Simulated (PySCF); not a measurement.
A GIAO shielding run with PySCF 2.14.0 with density-fitted response routines (density fitting, non-relativistic, gas phase) on SMILES CC[C@]1(CF)[C@@H]2C[C@@H]21, C$_{7}$H$_{11}$F:

```
$ OMP_NUM_THREADS=1 python probes_run.py task.json out

{"job": {"kind": "nmr", "xc": "PBE0", "basis": "pcSseg-1"}, "charge": 0, "multiplicity": 1}
C     -1.508669     1.472148     0.364723
C     -0.613428     0.876699    -0.718588
C      0.062478    -0.407539    -0.253689
C     -0.823621    -1.621365    -0.496210
F     -0.255361    -2.771050    -0.005097
C      0.924097    -0.466248     0.974074
C      2.006401     0.457829     0.518374
C      1.539474    -0.644005    -0.376896
H     -2.317402     0.790973     0.617244
H     -1.943836     2.408373     0.023382
H     -0.930289     1.663791     1.265337
H      0.136293     1.611616    -1.009265
H     -1.208341     0.655740    -1.608093
H     -1.790623    -1.511561     0.006782
H     -0.980485    -1.783745    -1.569170
H      0.859648    -1.097614     1.834657
H      1.778639     1.489840     0.286423
H      2.980414     0.332203     0.975831
H      2.074810    -1.446831    -0.837281
```

Hardware: 1 thread of an Arm Neoverse N1, shared host. The job also computes population analyses, field gradients, ring-centre shieldings.

Question: How large is the calculation?

Answer: 62 electrons, 191 basis functions and 984 auxiliary functions.

Question: How long does it take, and how much memory does it need?

Answer: 60 s of wall time, with 13 SCF cycles and 4 response iterations; peak memory 0.86 GiB. Times on a shared host scatter by some tens of per cent.
